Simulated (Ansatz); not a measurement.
(HCd-mu-F)2 (Cd₂H₂F₂) was relaxed with PBE0-D4 (def2-SVP) in Ansatz in these states: charge +1 doublet, neutral singlet. The geometries follow in no particular order.

In the def2 sets Cd takes a core potential; there is no spin–orbit coupling.

A:

Cartesian coordinates in Å:
```
Cd -1.100 1.106 -0.624
H -1.841 2.643 -0.632
F 0.424 0.655 0.800
Cd 0.937 -1.359 0.315
H 2.142 -2.176 1.203
F -0.561 -0.869 -1.062
```

B:

```xyz
6

Cd   -0.357   -1.051   -1.275
H    -0.711   -2.079   -2.526
F     0.903    0.578   -0.730
Cd    0.357    1.051    1.275
H     0.705    2.084    2.523
F    -0.898   -0.583    0.733
```

Task: Judge from the bond lengths which geometry belongs to which state (an estimate).

Result: A is the charge +1 doublet (Cd4–H5 1.706 Å, Cd1–H2 1.706 Å, Cd1–Cd4 3.333 Å); B is the neutral singlet (Cd4–H5 1.657 Å, Cd1–H2 1.657 Å, Cd1–Cd4 3.381 Å).
